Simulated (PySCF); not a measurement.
Ta(O)(F)(OH)2 (FH2O3Ta), SMILES [O]=[Ta]([OH])([OH])[F], multiplicity 1. Geometry optimised at B3LYP-D3(BJ)/def2-SVP. The spin state was assumed, not searched. The structure was generated by enumeration; whether it is a known compound was not checked. The def2 effective core potentials stand for the cores of Ta; spin–orbit coupling is left out. The values are those of a single conformer.

### Question
Give the equilibrium geometry at B3LYP-D3(BJ)/def2-SVP (PySCF confirms it by a frequency run) as Cartesian coordinates in Å, and its point group. (Estimate from the structure and the level; the computed values follow.)

### Answer
One answer among several that fit: point group Cs.
```xyz
7

Ta     0.0114    -0.0113     0.0000
O      1.7403     0.0550     0.0000
F     -0.5111    -1.8372     0.0000
O     -0.6119     0.8902    -1.5619
H     -0.1836     1.3374    -2.3010
O     -0.6119     0.8902     1.5619
H     -0.1836     1.3374     2.3010
```
Charge 0, spin multiplicity 1.
